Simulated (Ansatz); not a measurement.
Coupled-cluster diagnostics for the cluster Te₄Pb₂ (the lowest singlet isomer of a short search), Ansatz.

Geometry of the singlet (PBE-D4/def2-SVP):

Cartesian coordinates in Å:
```
Pb 1.7910 -1.1401 1.0332
Pb -1.6683 -0.6209 -1.5515
Te -1.3502 -1.1991 1.4050
Te 1.8507 1.6842 0.3301
Te -2.0615 1.3431 0.5611
Te 1.4383 -0.0672 -1.7778
```

In the def2 sets Pb, Te take a core potential; there is no spin–orbit coupling. Correlated methods freeze 24 core orbitals; core or outer-core shells of Pb, Te are correlated, in sets that lack core-valence functions. The structure comes from a short search, and lower isomers may exist.

(1) Estimate the CCSD(T) correlation energy, the shares of MP2 and (T), T1 and the reference's ⟨S²⟩ for: charge 0, singlet, own geometry in def2-SVP; and the rough time on 4 threads of Arm Neoverse V1 on a shared host.

Answers

(1) 
```tsv
state	basis	correlation (eV)	MP2 share (%)	(T) share (%)	T1	⟨S²⟩ (pure)	wall time
charge 0, singlet, own geometry	def2-SVP	-19.773	92.1	4.9	0.016	0.00 (0.00)	2.7 min
```
Customary marks for T1 are 0.02 (closed shells), 0.045 (open shells) and about 0.05 (3d metals). T1 stays under 0.02 throughout.
